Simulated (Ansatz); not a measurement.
A single point on ClH3OSi2, SMILES `Cl[SiH]1O[SiH2]1`.

```yaml
crystal:
  periodic: [false, false, false]
  atoms:
    - {symbol: Cl, position_ang: [-2.627520, -0.578238, -0.336689]}
    - {symbol: Si, position_ang: [-0.744161, 0.106826, -0.725265]}
    - {symbol: O, position_ang: [0.477747, -0.991129, -0.394919]}
    - {symbol: Si, position_ang: [0.849084, 0.196997, 0.770367]}
    - {symbol: H, position_ang: [-0.748024, 0.620427, -2.110615]}
    - {symbol: H, position_ang: [0.679476, -0.257419, 2.170977]}
    - {symbol: H, position_ang: [2.174697, 0.834434, 0.580443]}
basis:
  gaussian: {orbitals: def2-QZVPP}
correlation: {method: mp2}
```

```sh
$ ansatz run in.yaml --threads 2 --pin off --events-out ev --progress --plain --max-ram 4352MiB
```

Output, abridged:

```
Functional definition: HF
2111 factors; integrals over basis functions are off by at most 8.7e-4 eV
mean field evaluation 1: about -30313.5576 eV, gradient 4.3e1 eV
mean field evaluation 2: about -30313.7175 eV, gradient 4.3e1 eV
mean field evaluation 4: about -30317.6011 eV, gradient 3.5e0 eV
mean field evaluation 8: about -30317.6656 eV, gradient 2.4e-1 eV
mean field -30317.66590681 eV, -1114.1536720234 hartree, gradient 1.8e-6 eV, S^2 0.000000; 0 other end points of the search recorded, 0 dependent functions left out
16 core orbitals not correlated: weight in the atoms' cores, before any rotation towards them, 1.000 or more for the frozen orbitals, at most 0.000 for the correlated occupied ones
reference -30317.66590681 eV, -1114.1536720234 hartree; 12, 12 occupied and 329, 329 virtual orbitals, 2111 factors
second order -19.43361167 eV of doubles, -0.00000000 eV of singles
Total energy: -30337.09951848 eV, -1114.8678440797 hartree
```

Hardware: 2 threads of an Arm Neoverse V1 on a shared host. Wall time 18 s, peak host memory 1.4 GiB.
